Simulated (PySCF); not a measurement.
# HF2OSi, SMILES `F[Si](O)F` (H–O–Si–F torsion 61°) (charge 0, multiplicity 2)

These are PBE-D3(BJ)/def2-TZVP // PBE0-D3(BJ)/def2-TZVP (PySCF 2.14.0) values and carry that method's errors.

```yaml
highest_occupied_spin_orbital: -5.71 eV
dipole_moment: 0.478 e·Å
total_energy: -564.8581 Ha
cost: very roughly 2.6 core-minutes
```

```xyz
5

O      1.0240    -0.4156     0.1727
Si    -0.4384    -0.0200    -0.4211
F     -0.9164     1.3929     0.1352
F     -1.4375    -1.1127     0.1413
H      1.7682     0.1554    -0.0281
```
Charge 0, spin multiplicity 2.
